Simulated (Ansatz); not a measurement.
The same hydrogen abstraction along the group C, Si, Ge.

Isolated molecules relaxed with PBE0-D4/def2-TZVP in Ansatz; ΔE leaves out vibrations. CCSD(T)/CBS is the MP2 limit (def2-TZVPP, def2-QZVPP) plus CCSD(T) − MP2 in def2-TZVPP, frozen cores. This one scheme is used for every species. DFT in def2-TZVPP. No spin–orbit coupling; open shells (•) take unrestricted orbitals. For Ge outer-core shells are correlated without core-valence functions, which leaves a few kJ/mol of doubt a bond. Scalar relativity is left out up to krypton.

```csv
reaction,CCSD(T)/CBS(def2) (kJ/mol)
CH₃NH₂ + `[OH]`• → `C[NH]`• + H₂O,?
`N[SiH3]` + `[OH]`• → `[NH][SiH3]`• + H₂O,-32
`[NH2][GeH3]` + `[OH]`• → `[NH][GeH3]`• + H₂O,-43
```

(1) Fill in the missing values. (An estimate is asked.)

Largest T1 diagnostic: 0.015, for `[NH][SiH3]`•.

## Answers

(1) Computed: CH₃NH₂ + `[OH]`• → `C[NH]`• + H₂O: -75.4 kJ/mol.
